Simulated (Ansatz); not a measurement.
Steps of a relaxation of CH₄OSSi (`O[SiH]1CS1`) with RKS PBE-D4/def2-SVP.

```sh
$ ansatz run in.yaml --threads 2 --pin off --events-out ev --progress --plain --max-ram 4352MiB
```

```yaml
crystal:
  periodic: [false, false, false]
  atoms:
    - {symbol: O, position_ang: [-1.499800, 1.057900, -0.164000]}
    - {symbol: Si, position_ang: [-0.076000, 0.673200, 0.421900]}
    - {symbol: C, position_ang: [0.453000, -1.027900, 0.256200]}
    - {symbol: S, position_ang: [0.902800, -0.384500, -1.268700]}
    - {symbol: H, position_ang: [-1.665100, 0.888900, -1.135100]}
    - {symbol: H, position_ang: [0.849900, 1.823500, 0.655400]}
    - {symbol: H, position_ang: [1.370600, -1.310300, 0.874400]}
    - {symbol: H, position_ang: [-0.243200, -1.777900, 0.304100]}
basis:
  gaussian: {orbitals: def2-SVP}
hamiltonian: {xc: pbe, dispersion: d4}
relax: {f_tol: 0.03, max_steps: 200}
```

Positions (Å) and forces (eV/Å) along the path, 8 of 8 steps:

```xyz
8
step=1 energy=-21841.6102 eV
O    -1.500    1.058   -0.164   -3.340    0.898   -1.464
Si   -0.076    0.673    0.422    2.384    0.837   -0.907
C     0.453   -1.028    0.256    3.393   -0.606    3.198
S     0.903   -0.385   -1.269    0.701    1.279   -2.550
H    -1.665    0.889   -1.135    0.353    0.117    1.223
H     0.850    1.823    0.655   -0.187   -0.108    0.511
H     1.371   -1.310    0.874   -0.854   -0.003   -0.183
H    -0.243   -1.778    0.304   -2.451   -2.414    0.172
8
step=2 energy=-21842.3983 eV
O    -1.542    1.088   -0.152   -1.316    0.491   -0.437
Si   -0.004    0.708    0.245    1.592   -0.028   -1.207
C     0.509   -1.053    0.251    0.755   -0.684    2.563
S     1.011   -0.453   -1.338    0.112    1.097   -1.138
H    -1.804    0.929   -1.089    0.250    0.033    0.575
H     0.836    1.860    0.763   -0.451   -0.394    0.071
H     1.354   -1.329    0.942   -0.343    0.016   -0.289
H    -0.270   -1.806    0.321   -0.599   -0.531   -0.138
8
step=3 energy=-21842.7138 eV
O    -1.548    1.131   -0.148    0.250    0.148   -0.118
Si    0.071    0.728    0.061    0.107   -0.168    0.331
C     0.543   -1.070    0.301   -0.555    0.104    0.691
S     1.061   -0.465   -1.386    0.058    0.168   -0.292
H    -1.891    0.957   -1.045    0.037   -0.046    0.126
H     0.777    1.839    0.837   -0.303   -0.422   -0.373
H     1.364   -1.357    0.985    0.147    0.027   -0.112
H    -0.285   -1.820    0.339    0.259    0.189   -0.253
8
step=4 energy=-21842.7505 eV
O    -1.457    1.288   -0.230   -0.222    0.071   -0.060
Si    0.078    0.713    0.069   -0.567   -0.481   -0.679
C     0.498   -1.053    0.379    0.111   -0.253   -0.449
S     1.050   -0.472   -1.388    0.090    0.141    0.217
H    -1.966    0.904   -0.971    0.227   -0.030    0.197
H     0.734    1.758    0.826    0.417    0.562    0.408
H     1.373   -1.309    0.999    0.031   -0.091    0.120
H    -0.218   -1.886    0.260   -0.086    0.080    0.247
8
step=5 energy=-21842.7899 eV
O    -1.433    1.332   -0.276   -0.360    0.000   -0.087
Si    0.082    0.729    0.018    0.471   -0.024    0.222
C     0.497   -1.046    0.333   -0.030   -0.025   -0.100
S     1.155   -0.445   -1.365   -0.036   -0.022   -0.034
H    -1.994    0.764   -0.832   -0.083    0.028   -0.059
H     0.755    1.776    0.818    0.082    0.136    0.017
H     1.311   -1.345    1.017   -0.018    0.019    0.055
H    -0.280   -1.822    0.231   -0.026   -0.111   -0.014
8
step=6 energy=-21842.7663 eV rejected
O    -1.413    1.314   -0.252    0.019   -0.141   -0.060
Si    0.129    0.725    0.045   -0.339    0.505   -0.063
C     0.481   -1.074    0.314    0.182    0.120    0.098
S     1.213   -0.440   -1.337    0.035   -0.029   -0.031
H    -2.011    0.739   -0.764    0.043    0.002    0.002
H     0.737    1.911    0.740    0.106   -0.395    0.026
H     1.252   -1.391    1.039    0.043   -0.065   -0.016
H    -0.296   -1.842    0.160   -0.090    0.003    0.046
8
step=7 energy=-21842.7956 eV
O    -1.457    1.287   -0.243    0.103    0.138    0.077
Si    0.097    0.739    0.045   -0.209   -0.146   -0.104
C     0.490   -1.051    0.326    0.023    0.036    0.026
S     1.140   -0.436   -1.364    0.056   -0.010   -0.005
H    -1.996    0.775   -0.872    0.071   -0.047    0.001
H     0.800    1.808    0.804   -0.074    0.025    0.010
H     1.292   -1.338    1.030    0.065   -0.051   -0.037
H    -0.276   -1.841    0.218   -0.034    0.054    0.032
8
step=8 energy=-21842.8014 eV
O    -1.450    1.299   -0.250    0.023    0.000    0.012
Si    0.097    0.738    0.046   -0.027   -0.001   -0.023
C     0.493   -1.048    0.330   -0.014   -0.011   -0.015
S     1.134   -0.439   -1.368    0.000    0.014    0.013
H    -1.969    0.753   -0.868   -0.005    0.011   -0.002
H     0.774    1.818    0.813   -0.001   -0.001   -0.007
H     1.307   -1.361    1.008    0.022   -0.004    0.022
H    -0.295   -1.817    0.234    0.003   -0.007    0.001
```

Run time 11 s (2 threads of an Arm Neoverse V2 on a shared host); peak host memory 0.14 GiB.
